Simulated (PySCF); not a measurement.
Input for PySCF: R-BP86/6-31G* on C3H7NO (a complex), monomers drawn apart or pushed together.

```python
from pyscf import gto, scf, dft, mp
from pyscf.data.elements import chemcore

mol = gto.M(
    atom='''
    C    -0.29343518    0.18842757   -0.30607764
    N    -0.36187379    0.30994277   -1.44479654
    H    -0.22674346    0.07381931    0.76549733
    C     0.07562790   -1.36495848    3.13541108
    O    -0.11835819   -0.11396992    2.50241921
    C    -0.06583274    0.97857417    3.40066716
    H    -0.70110237   -1.54998925    3.88613520
    H     1.05711218   -1.41274476    3.62093367
    H     0.01906316   -2.13236540    2.36532942
    H    -0.84845244    0.89784578    4.16363980
    H    -0.22417516    1.88584987    2.82022653
    H     0.90969857    1.03364123    3.89729215
    ''',
    basis='6-31g*',
    cart=True,
    charge=0, spin=0, verbose=3, max_memory=1800)
mf = dft.RKS(mol, xc='b88,p86')
mf.conv_tol = 1e-8
mf.max_cycle = 100
mf.kernel()
if not mf.converged:
    mf = mf.newton().run(mf.mo_coeff, mf.mo_occ)
```

The log:

```
converged SCF energy = -248.445021062875
```

The run converged.

Cost: around 8 core-seconds (rough).
